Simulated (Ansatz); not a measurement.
**Question.** Name a neutral molecule of B, C, S, Si and H with HOMO–LUMO gap (PBE/def2-TZVPP) between 3.15 and 3.45 eV and HOMO–LUMO gap (B3LYP/def2-TZVPP) between 5.15 and 5.45 eV (Ansatz, PBE0-D4/def2-TZVP geometry).

**Answer.** `CB([SiH3])BS` (3.45 eV, 5.20 eV); `[SiH3]SB1BC1` (3.41 eV, 5.15 eV). Other molecules can fit too; these were computed, each in one conformer that needn't be the lowest.

B3LYP here is the variant with VWN-RPA as its local correlation; programs differ in this.
